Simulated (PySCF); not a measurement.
# Computed properties of BClH2O, SMILES OBCl

B(H)(Cl)(OH) (BClH2O), SMILES ClBO. Coordinates come from a B3LYP-D3(BJ)/def2-TZVP optimisation. One conformer was computed; it need not be the lowest. All values are computed for the isolated molecule unless a solvent is named; none is compared with measurement here.

**Structure.** The optimised structure has Cs symmetry. All 9 harmonic modes at B3LYP-D3(BJ)/def2-TZVP (PySCF) are real, so it is a minimum. With heavy atoms numbered as in [BH:1]([Cl:3])[OH:4], the shortest bond between them is B1–O4 at 1.342 Å and the longest B1–Cl3 at 1.776 Å.

**Vibrations.** The strongest infrared lines (harmonic, unscaled, degenerate partners summed) lie at 1350 cm⁻¹ (330 km/mol, B 63 %, O 32 %), 1155 cm⁻¹ (177 km/mol, H 77 %, B 15 %, O 9 %), 640 cm⁻¹ (137 km/mol, H 73 %, O 14 %, B 12 %). The softest mode is at 383 cm⁻¹ and the zero-point energy is 18.1 kcal/mol.

**Electronic structure.** CAM-B3LYP/def2-TZVPD (PySCF) places the frontier levels at -10.60 and 0.37 eV, a gap of 10.97 eV, and gives a dipole moment of 1.04 D and a mean polarisability of 33.8 bohr³.

**Excitations.** TDA-ωB97X/def2-SVPD (PySCF) has S1 at 7.40 eV (168 nm, f = 0.003, weak); the most intense of the 10 singlets computed lies at 10.24 eV (f = 0.12). T1 (TDA) is at 7.01 eV, 0.39 eV under S1. No vertical singlet excitation falls in the visible range (under 3.1 eV).

**NMR.** GIAO shifts at PBE0/pcSseg-2 (PySCF) (non-relativistic, atoms alike by connectivity averaged): ¹H from 5.4 to 5.8 ppm against TMS; ¹¹B at 29.0 ppm against BF3. Without spin–orbit terms, shifts of atoms bonded to Cl or Br come out too high.
